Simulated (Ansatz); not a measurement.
Species: HAlF2S, SMILES `[F][Al]([F])[SH]` (F–Al–S–H torsion 180°) (charge 0, multiplicity 1).

Problem. Give a relaxed geometry from PBE-D3(BJ)/def2-TZVP (Ansatz, a program for electronic structure).

Solution. This is not unique; one that fits is the end point of this relaxation, one of several conformers (outside a Z-matrix the atoms follow the SMILES, hydrogens last).
Z-matrix (Å, degrees):
```
Al
F 1 1.6541
F 1 1.6563 2 119.45
S 1 2.1675 2 119.50 3 180.00
H 4 1.3565 1 91.02 2 179.99
```
